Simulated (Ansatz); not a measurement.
Conformers of C₂H₇BO₃ (`CCOB(O)O`), each relaxed with PBE0-D4/def2-TZVP in Ansatz. CBS adds the triple-zeta coupled-cluster correction to the MP2 limit.

Not all of them had a frequency check.

Conformer A:

Cartesian coordinates in Å:
```
C -0.729 1.303 -1.605
C 0.003 0.841 -0.371
O -0.269 -0.536 -0.169
B 0.258 -1.201 0.887
O -0.069 -2.527 0.987
O 1.067 -0.522 1.769
H -0.403 0.738 -2.481
H -1.806 1.162 -1.490
H -0.536 2.363 -1.785
H -0.316 1.414 0.506
H 1.082 0.992 -0.481
H 0.310 -2.986 1.736
H 1.409 -1.041 2.497
```

Conformer B:

Cartesian coordinates in Å:
```
C -1.384 0.668 1.434
C -0.847 0.250 0.089
O 0.511 -0.140 0.237
B 1.245 -0.517 -0.845
O 0.691 -0.526 -2.094
O 2.551 -0.890 -0.679
H -0.815 1.510 1.833
H -2.430 0.969 1.345
H -1.323 -0.156 2.148
H -0.917 1.072 -0.631
H -1.425 -0.587 -0.317
H 1.321 -0.811 -2.759
H 2.823 -0.841 0.240
```

Which is lowest in electronic energy at CCSD(T)/CBS (frozen core, def2 sets), and by how much? (Best estimate.)

Ansatz gave: B; A lies 18.7 kJ/mol higher.

Give the energies relative to B (kJ/mol) with r2SCAN-D4/def2-TZVPP, PBE0-D4/def2-TZVPP, B3LYP-D4/def2-TZVPP, B3LYP/def2-TZVPP, HF/def2-TZVPP, HF/def2-QZVPP, CCSD/CBS(def2). (Best estimate.)

Ansatz gave: 
| level | A |
| --- | --- |
| r2SCAN-D4/def2-TZVPP | 19.1 |
| PBE0-D4/def2-TZVPP | 19.2 |
| B3LYP-D4/def2-TZVPP | 19.1 |
| B3LYP/def2-TZVPP | 19.1 |
| HF/def2-TZVPP | 20.7 |
| HF/def2-QZVPP | 20.4 |
| CCSD/CBS(def2) | 19.0 |

B3LYP here is the variant with VWN-RPA as its local correlation; programs differ in this.
